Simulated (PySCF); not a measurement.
The scaffold SiH2Cl-X carries different groups X. Gas-phase values, no solvent. One relaxed conformer stands for each flexible species; it need not be the lowest. Strings in code marks are SMILES.

Computed with B3LYP-D3(BJ)/def2-TZVP // PBE0-D4/def2-TZVP (PySCF). B3LYP has the VWN-RPA correlation part, as in Gaussian. Excitations are Tamm–Dancoff values on a coarser integration grid. The basis has no diffuse functions, so Rydberg states are missing or too high.

```json
[
 {"species": "X = fluoro", "T1 excitation (TDA) (eV)": "?", "S1–T1 gap (TDA) (eV)": "0.35", "S1 oscillator strength": "0.006"},
 {"species": "X = amino (`N[SiH2]Cl`)", "T1 excitation (TDA) (eV)": "6.30", "S1–T1 gap (TDA) (eV)": "0.47", "S1 oscillator strength": "?"},
 {"species": "X = formyl (`O=C[SiH2]Cl` (O–C–Si–Cl torsion 180°))", "T1 excitation (TDA) (eV)": "2.52", "S1–T1 gap (TDA) (eV)": "0.72", "S1 oscillator strength": "?"},
 {"species": "X = hydroxymethyl (`OC[SiH2]Cl` (H–O–C–Si torsion -176°, O–C–Si–Cl torsion 67°))", "T1 excitation (TDA) (eV)": "6.48", "S1–T1 gap (TDA) (eV)": "0.41", "S1 oscillator strength": "0.001"},
 {"species": "X = siloxy", "T1 excitation (TDA) (eV)": "6.94", "S1–T1 gap (TDA) (eV)": "0.29", "S1 oscillator strength": "0.000"},
 {"species": "X = methylamino", "T1 excitation (TDA) (eV)": "?", "S1–T1 gap (TDA) (eV)": "0.36", "S1 oscillator strength": "0.007"}
]
```

What belongs in the gaps?


- X = fluoro, T1 excitation (TDA) (eV): 7.31
- X = amino (`N[SiH2]Cl`), S1 oscillator strength: 0.037
- X = formyl (`O=C[SiH2]Cl` (O–C–Si–Cl torsion 180°)), S1 oscillator strength: 0.001
- X = methylamino, T1 excitation (TDA) (eV): 5.92
